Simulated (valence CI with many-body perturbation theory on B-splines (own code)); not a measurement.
Values are calculated unless marked as measured or tabulated.
# Hyperfine factors and g values of Tc37+

Method: valence CI with perturbative core correlation (CI+MBPT): four valence electrons over a frozen Dirac-Fock core [He], radial functions for each j: 11 s, 11 p, 9 d, 7 f, 5 g, 2 h, 1 i, with the one-electron correlation potential Σ1, the two-electron term Σ2, the three-electron term Σ3, Breit, model QED; selected CI, second order for the rest (own B-spline code, finite nucleus).

The last digits are not significant, and no measured levels were compared; by estimate large intervals hold to a few tenths of a per cent, small ones and those within an open d or f shell to about a per cent. Among the levels kept, up to 290 cm⁻¹ of a level comes from second order outside the variational space, and about a tenth of that is noise between levels of different J, which matters for small intervals.

A/g_I is the dipole constant over the nuclear g factor μ/I (μ in nuclear magnetons, uniformly magnetised nucleus), B/Q the quadrupole constant per barn. Both hold the static response of the core; the bare values leave it out. Large factors of s and p1/2 electrons are usually good to 5 to 10 %; those of open d and f shells near neutrality can be off by tens of per cent, and small factors of p3/2, d and f electrons come from cancelling terms and can be off by a factor of two or in sign, in half-filled shells by more. B is blank for J = 1/2, where it vanishes, and for nearly pure S terms. Energies count from the lowest level. Levels with J = 0 are left out.

Levels are named by their leading jj configuration (3d3/2^4 stands for four electrons in 3d with j = 3/2), which in mixed levels can hold well under half, so a name can repeat and another be missing. Letters in brackets count levels of one name in rising energy.

| Level | E (Ry) | g | A/g_I (MHz) | A/g_I bare | B/Q (MHz/b) | B/Q bare |
| --- | --- | --- | --- | --- | --- | --- |
| (2s^2 2p1/2 2p3/2) J=1 | 8.50 | 1.490 | -34500 | -26700 | 137000 | 138000 |
| (2s^2 2p1/2 2p3/2) J=2 | 9.43 | 1.197 | 320000 | 323000 | 199000 | 199000 |
| (2s 2p1/2^2 2p3/2) J=2 | 18.15 | 1.694 | 745000 | 743000 | 178000 | 178000 |
| (2s^2 2p3/2^2) J=2 | 18.59 | 1.280 | 154000 | 158000 | 73900 | 74100 |
| (2s 2p1/2^2 2p3/2) J=1 | 21.77 | 1.003 | -437000 | -422000 | 213000 | 214000 |
| (2s 2p1/2 2p3/2^2) J=2 [a] | 26.40 | 1.475 | 578000 | 575000 | 201000 | 201000 |
| (2s 2p1/2 2p3/2^2) J=3 | 28.27 | 1.321 | 694000 | 689000 | -771 | -790 |
| (2s 2p1/2 2p3/2^2) J=1 [a] | 30.94 | 1.274 | 74600 | 82100 | -220000 | -220000 |
| (2s 2p1/2 2p3/2^2) J=2 [b] | 31.65 | 1.115 | 34400 | 43300 | -140000 | -140000 |
| (2s 2p1/2 2p3/2^2) J=1 [b] | 32.10 | 1.441 | 922000 | 916000 | 73300 | 73500 |
| (2s 2p3/2^3) J=2 | 39.12 | 1.338 | 776000 | 768000 | -242000 | -242000 |
| (2s 2p3/2^3) J=1 | 42.24 | 1.238 | -458000 | -438000 | -65600 | -65800 |
| (2p1/2^2 2p3/2^2) J=2 | 42.60 | 1.358 | 131000 | 141000 | 60900 | 61100 |
| (2p1/2 2p3/2^3) J=1 | 51.60 | 1.491 | -48100 | -34300 | -135000 | -135000 |
| (2p1/2 2p3/2^3) J=2 | 52.63 | 1.119 | 325000 | 328000 | -333000 | -333000 |
| (2s^2 2p1/2 3s) J=1 | 221.55 | 1.335 | 824000 | 816000 | -10700 | -10700 |
| (2s^2 2p1/2 3p1/2) J=1 | 224.47 | 0.662 | 566000 | 561000 | -2370 | -2380 |
| (2s^2 2p1/2 3p3/2) J=1 | 227.62 | 1.507 | -23500 | -22200 | 39600 | 39700 |
| (2s^2 2p1/2 3p3/2) J=2 | 227.88 | 1.167 | 251000 | 251000 | 67600 | 67700 |
| (2s 2p1/2^2 3s) J=1 | 230.30 | 2.169 | 1480000 | 1470000 | -6650 | -6660 |
| (2s^2 2p1/2 3d3/2) J=2 | 230.54 | 0.772 | 240000 | 238000 | 23100 | 23300 |
| (2s^2 2p3/2 3s) J=2 | 231.00 | 1.457 | 266000 | 267000 | 255000 | 256000 |
| (2s^2 2p3/2 3s) J=1 | 231.42 | 1.143 | -166 | 8200 | 149000 | 149000 |
| (2s^2 2p1/2 3d3/2) J=1 | 231.59 | 0.832 | -126000 | -125000 | 5230 | 5320 |
| (2s^2 2p1/2 3d5/2) J=2 | 232.01 | 1.292 | -87900 | -87000 | 28800 | 29000 |
| (2s^2 2p1/2 3d5/2) J=3 | 232.03 | 1.111 | 153000 | 152000 | 3780 | 4010 |
| (2s 2p1/2^2 3p1/2) J=1 | 233.50 | 1.521 | 1280000 | 1260000 | -6820 | -6830 |
| (2s^2 2p3/2 3p1/2) J=1 | 234.73 | 1.426 | 133000 | 139000 | 135000 | 135000 |
| (2s^2 2p3/2 3p1/2) J=2 | 234.93 | 1.201 | 181000 | 184000 | 248000 | 249000 |
| (2s 2p1/2^2 3p3/2) J=2 | 236.54 | 1.585 | 635000 | 629000 | 71000 | 71100 |
| (2s^2 2p3/2 3p3/2) J=3 | 236.84 | 1.333 | 139000 | 142000 | 353000 | 354000 |

**Question.** Take the isotope of mass number 99, with I = 9/2, μ = 5.678 μN and Q = -0.129 b. What is the hyperfine structure of (2s^2 2p1/2 2p3/2) J=1?

**Answer.** From the table A = -43500 MHz, B = -17700 MHz. Shifts from the centre of gravity in MHz: F = 7/2: 231000, F = 9/2: 55300, F = 11/2: -200000.
